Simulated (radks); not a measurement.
Spherical quantum dot in the effective-mass picture: electrons in a parabolic well V = omega^2 r^2 / 2 with omega = 0.181, all in effective atomic units (hartree* = m*/eps^2 hartree, bohr* = eps/m* bohr), one dielectric constant everywhere. Calculated with a radial shooting solver with Libxc functionals: non-relativistic Kohn-Sham, exchange-only LDA, spin-polarised, spherical densities. Levels are named by radial order and angular momentum (1s, 1p, 1d, 2s, ...), and open shells are averaged over m. Results are scaled to m* = 0.295 and eps = 9.2, for which hartree* = 94.84 meV and bohr* = 1.65 nm.

N = 16, configuration 1s2 1p6 1d(up 5, down 3). This is the lowest configuration that the search found. Occupied and some empty levels:

| level | occupation | eigenvalue (meV) | <r> (nm) |
|---|---|---|---|
| 1s up | 1 | 272.85 | 8.107 |
| 1s down | 1 | 273.79 | 7.784 |
| 1p up | 3 | 277.93 | 9.676 |
| 1p down | 3 | 279.29 | 9.570 |
| 1d up | 5 | 284.24 | 10.70 |
| 1d down | 3 | 285.74 | 10.68 |
| 2s up | 0 | 287.03 | 8.546 |
| 2s down | 0 | 287.64 | 8.687 |
| 1f up | 0 | 291.66 | 11.49 |
| 1f down | 0 | 293.18 | 11.51 |
| 2p up | 0 | 296.11 | 9.681 |
| 2p down | 0 | 296.89 | 9.682 |

Energy (meV): total 2750.92, kinetic 168.49, external 973.14, Hartree 1814.0, exchange-correlation -204.73.

Electron density:

| r (nm) | n(r) (e/nm^3) |
|---|---|
| 0.932 | 0.0009090 |
| 1.97 | 0.0009971 |
| 3.01 | 0.001149 |
| 4.04 | 0.001358 |
| 5.08 | 0.001603 |
| 6.12 | 0.001846 |
| 7.16 | 0.002032 |
| 8.20 | 0.002101 |
| 9.24 | 0.002004 |
| 10.3 | 0.001730 |
| 11.3 | 0.001324 |
| 12.3 | 0.0008806 |
| 13.4 | 0.0005013 |
| 14.4 | 0.0002413 |
| 15.5 | 0.00009788 |
| 16.5 | 0.00003324 |
| 17.5 | 9.408e-06 |
| 18.6 | 2.242e-06 |
| 19.6 | 4.499e-07 |
| 20.6 | 7.833e-08 |
